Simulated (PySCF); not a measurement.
Species: SiEt2(SiH3)2, C4H16Si3.
InChI=1S/C4H16Si3/c1-3-7(5,6)4-2/h3-4H2,1-2,5-6H3

The closed-shell ground state was solved at several levels (PySCF, density fitting, gas phase, non-relativistic). Isolated species at its PBE0-D3(BJ)/def2-SVP geometry (one conformer only).

```csv
level,basis functions,total energy (Eh),HOMO (eV),LUMO (eV),gap (eV),dipole (D)
KT2/pcSseg-1,220,-1040.8891,-6.54,-0.96,5.58,1.41
PBE0/pcSseg-1,220,-1029.9183,-7.53,-0.07,7.46,1.43
```

What might B3LYP/def2-SVPD (280 basis functions) give for the same quantities?

Total energy -1030.2314 Eh, HOMO -7.27 eV, LUMO -0.25 eV, gap 7.02 eV, dipole 1.45 D.

Over all these levels, which gives the widest orbital gap and which the narrowest?

PBE0/pcSseg-1 (global hybrid, 25 % exact exchange) has the widest, 7.46 eV, and KT2/pcSseg-1 (GGA) the narrowest, 5.58 eV. The two share the basis. From the narrowest to the widest the HOMO moves by -0.99 eV and the LUMO by +0.89 eV.

How far do the dipole and the HOMO energy spread over the levels?

The dipole runs from 1.41 to 1.45 D (mean 1.43 D) and the HOMO from -7.53 to -6.54 eV.
